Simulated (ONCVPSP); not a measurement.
**u(r) = r·R(r): atom against pseudo-atom (magnesium)**

Columns: radius, all-electron u(r) and pseudo u(r) of the 2s shell (level -79.85 eV) of magnesium in the configuration [He] 2s2 2p6 3s2; PBE, scalar-relativistic, ONCV scheme, ONCVPSP 4.0.1.

```json
{"r (bohr)": "0.057", "all-electron": "-0.5505", "pseudo": "0.1983"}
{"r (bohr)": "0.115", "all-electron": "-0.4126", "pseudo": "0.3935"}
{"r (bohr)": "0.172", "all-electron": "-0.0505", "pseudo": "0.5724"}
{"r (bohr)": "0.230", "all-electron": "0.3414", "pseudo": "0.7358"}
{"r (bohr)": "0.288", "all-electron": "0.6748", "pseudo": "0.8758"}
{"r (bohr)": "0.345", "all-electron": "0.9218", "pseudo": "0.9874"}
{"r (bohr)": "0.402", "all-electron": "1.0895", "pseudo": "1.0716"}
{"r (bohr)": "0.460", "all-electron": "1.1898", "pseudo": "1.1291"}
{"r (bohr)": "0.518", "all-electron": "1.2331", "pseudo": "1.1588"}
{"r (bohr)": "0.575", "all-electron": "1.2337", "pseudo": "1.1632"}
{"r (bohr)": "0.632", "all-electron": "1.2043", "pseudo": "1.1459"}
{"r (bohr)": "0.690", "all-electron": "1.1531", "pseudo": "1.1096"}
{"r (bohr)": "0.747", "all-electron": "1.0892", "pseudo": "1.0597"}
{"r (bohr)": "0.805", "all-electron": "1.0161", "pseudo": "0.9981"}
{"r (bohr)": "0.862", "all-electron": "0.9406", "pseudo": "0.9308"}
{"r (bohr)": "0.920", "all-electron": "0.8630", "pseudo": "0.8586"}
{"r (bohr)": "0.977", "all-electron": "0.7883", "pseudo": "0.7866"}
{"r (bohr)": "1.035", "all-electron": "0.7151", "pseudo": "0.7147"}
{"r (bohr)": "1.092", "all-electron": "0.6471", "pseudo": "0.6470"}
{"r (bohr)": "1.150", "all-electron": "0.5824", "pseudo": "0.5823"}
{"r (bohr)": "1.208", "all-electron": "0.5224", "pseudo": "0.5223"}
{"r (bohr)": "1.265", "all-electron": "0.4683", "pseudo": "0.4682"}
{"r (bohr)": "1.322", "all-electron": "0.4187", "pseudo": "0.4187"}
{"r (bohr)": "1.380", "all-electron": "0.3729", "pseudo": "0.3728"}
{"r (bohr)": "1.438", "all-electron": "0.3315", "pseudo": "0.3314"}
{"r (bohr)": "1.495", "all-electron": "0.2948", "pseudo": "0.2947"}
```

Task: How many radial nodes do the two functions have?

Result: The all-electron 2s function has n − l − 1 = 1; the pseudo-wave has 0, since the states of the same l below it are removed with the core.

Task: At about which radius was the pseudo-wave matched?

Result: 1.15 bohr. The columns agree to 0.0005 from 1.03 bohr on; several derivatives are matched, so the curves merge somewhat inside the radius.

Task: Where does each function peak?

Result: Outermost all-electron maximum near 0.57 bohr, pseudo maximum near 0.57 bohr (to the table’s step).

Task: Is the pseudo-wave norm-conserving?

Result: Yes: the ONCV scheme keeps the norm inside the radius equal to the all-electron one, which fixes the energy derivative of the logarithmic derivative at the level.
